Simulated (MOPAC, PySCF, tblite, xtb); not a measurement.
Dissociation curve of Cl2 (anion, charge -1), doublet.

Methods: PM3, unrestricted, heats of formation (MOPAC); GFN1-xTB (xtb); GFN2-xTB, 300 K electronic temperature (tblite); UCCSD(T) = CCSD(T) on UHF/def2-TZVP, 10 core orbitals frozen (PySCF 2.14.0).

Energies relative to the lowest point of each curve near equilibrium, in kcal/mol; the last columns give the difference from UCCSD(T):

```json
[
 {"R / Å": "2.09", "PM3": "9.0", "GFN1-xTB": "29.9", "GFN2-xTB": "23.1", "UCCSD(T)": "26.9", "PM3 − UCCSD(T)": "-17.9", "GFN1-xTB − UCCSD(T)": "3.0", "GFN2-xTB − UCCSD(T)": "-3.8"},
 {"R / Å": "2.25", "PM3": "0.8", "GFN1-xTB": "11.2", "GFN2-xTB": "8.1", "UCCSD(T)": "10.1", "PM3 − UCCSD(T)": "-9.3", "GFN1-xTB − UCCSD(T)": "1.2", "GFN2-xTB − UCCSD(T)": "-2.0"},
 {"R / Å": "2.37", "PM3": "0.0", "GFN1-xTB": "3.9", "GFN2-xTB": "2.6", "UCCSD(T)": "3.6", "PM3 − UCCSD(T)": "-3.6", "GFN1-xTB − UCCSD(T)": "0.2", "GFN2-xTB − UCCSD(T)": "-1.1"},
 {"R / Å": "2.51", "PM3": "2.5", "GFN1-xTB": "0.3", "GFN2-xTB": "0.2", "UCCSD(T)": "0.4", "PM3 − UCCSD(T)": "2.1", "GFN1-xTB − UCCSD(T)": "-0.1", "GFN2-xTB − UCCSD(T)": "-0.2"},
 {"R / Å": "2.55", "PM3": "3.6", "GFN1-xTB": "0.0", "GFN2-xTB": "0.0", "UCCSD(T)": "0.1", "PM3 − UCCSD(T)": "3.5", "GFN1-xTB − UCCSD(T)": "-0.1", "GFN2-xTB − UCCSD(T)": "-0.1"},
 {"R / Å": "2.64", "PM3": "6.5", "GFN1-xTB": "0.1", "GFN2-xTB": "0.2", "UCCSD(T)": "0.0", "PM3 − UCCSD(T)": "6.5", "GFN1-xTB − UCCSD(T)": "0.1", "GFN2-xTB − UCCSD(T)": "0.2"},
 {"R / Å": "2.71", "PM3": "8.9", "GFN1-xTB": "0.6", "GFN2-xTB": "0.7", "UCCSD(T)": "0.4", "PM3 − UCCSD(T)": "8.5", "GFN1-xTB − UCCSD(T)": "0.2", "GFN2-xTB − UCCSD(T)": "0.2"},
 {"R / Å": "2.78", "PM3": "11.4", "GFN1-xTB": "1.5", "GFN2-xTB": "1.3", "UCCSD(T)": "1.2", "PM3 − UCCSD(T)": "10.2", "GFN1-xTB − UCCSD(T)": "0.2", "GFN2-xTB − UCCSD(T)": "0.1"},
 {"R / Å": "2.94", "PM3": "16.7", "GFN1-xTB": "3.7", "GFN2-xTB": "3.0", "UCCSD(T)": "3.7", "PM3 − UCCSD(T)": "13.0", "GFN1-xTB − UCCSD(T)": "0.0", "GFN2-xTB − UCCSD(T)": "-0.6"},
 {"R / Å": "3.05", "PM3": "19.9", "GFN1-xTB": "5.1", "GFN2-xTB": "4.1", "UCCSD(T)": "5.7", "PM3 − UCCSD(T)": "14.2", "GFN1-xTB − UCCSD(T)": "-0.6", "GFN2-xTB − UCCSD(T)": "-1.6"},
 {"R / Å": "3.29", "PM3": "25.1", "GFN1-xTB": "7.7", "GFN2-xTB": "5.8", "UCCSD(T)": "10.4", "PM3 − UCCSD(T)": "14.7", "GFN1-xTB − UCCSD(T)": "-2.7", "GFN2-xTB − UCCSD(T)": "-4.6"},
 {"R / Å": "3.59", "PM3": "28.8", "GFN1-xTB": "9.2", "GFN2-xTB": "6.5", "UCCSD(T)": "15.7", "PM3 − UCCSD(T)": "13.2", "GFN1-xTB − UCCSD(T)": "-6.4", "GFN2-xTB − UCCSD(T)": "-9.2"},
 {"R / Å": "3.95", "PM3": "31.0", "GFN1-xTB": "9.2", "GFN2-xTB": "5.9", "UCCSD(T)": "20.6", "PM3 − UCCSD(T)": "10.4", "GFN1-xTB − UCCSD(T)": "-11.4", "GFN2-xTB − UCCSD(T)": "-14.7"},
 {"R / Å": "4.34", "PM3": "32.0", "GFN1-xTB": "8.2", "GFN2-xTB": "4.8", "UCCSD(T)": "24.4", "PM3 − UCCSD(T)": "7.6", "GFN1-xTB − UCCSD(T)": "-16.2", "GFN2-xTB − UCCSD(T)": "-19.6"},
 {"R / Å": "4.72", "PM3": "32.5", "GFN1-xTB": "7.0", "GFN2-xTB": "3.7", "UCCSD(T)": "26.7", "PM3 − UCCSD(T)": "5.9", "GFN1-xTB − UCCSD(T)": "-19.7", "GFN2-xTB − UCCSD(T)": "-23.0"},
 {"R / Å": "5.31", "PM3": "33.0", "GFN1-xTB": "5.5", "GFN2-xTB": "2.2", "UCCSD(T)": "28.4", "PM3 − UCCSD(T)": "4.6", "GFN1-xTB − UCCSD(T)": "-22.9", "GFN2-xTB − UCCSD(T)": "-26.1"},
 {"R / Å": "5.75", "PM3": "33.1", "GFN1-xTB": "4.5", "GFN2-xTB": "1.3", "UCCSD(T)": "28.9", "PM3 − UCCSD(T)": "4.3", "GFN1-xTB − UCCSD(T)": "-24.4", "GFN2-xTB − UCCSD(T)": "-27.6"},
 {"R / Å": "6.46", "PM3": "33.3", "GFN1-xTB": "3.1", "GFN2-xTB": "-0.1", "UCCSD(T)": "29.2", "PM3 − UCCSD(T)": "4.1", "GFN1-xTB − UCCSD(T)": "-26.1", "GFN2-xTB − UCCSD(T)": "-29.3"},
 {"R / Å": "7.19", "PM3": "33.4", "GFN1-xTB": "1.9", "GFN2-xTB": "-1.2", "UCCSD(T)": "29.4", "PM3 − UCCSD(T)": "4.0", "GFN1-xTB − UCCSD(T)": "-27.5", "GFN2-xTB − UCCSD(T)": "-30.6"},
 {"R / Å": "7.95", "PM3": "33.5", "GFN1-xTB": "0.9", "GFN2-xTB": "-2.2", "UCCSD(T)": "29.6", "PM3 − UCCSD(T)": "4.0", "GFN1-xTB − UCCSD(T)": "-28.6", "GFN2-xTB − UCCSD(T)": "-31.8"}
]
```

PM3 is furthest from UCCSD(T) at 2.09 (-17.9 kcal/mol, below); its mean absolute difference over the points is 8.1 kcal/mol.

GFN1-xTB is furthest from UCCSD(T) at 7.95 (-28.6 kcal/mol, below); its mean absolute difference over the points is 9.6 kcal/mol.

GFN2-xTB is furthest from UCCSD(T) at 7.95 (-31.8 kcal/mol, below); its mean absolute difference over the points is 11.3 kcal/mol.

Where the anion isn't bound against loss of the electron, the finite basis alone holds it.
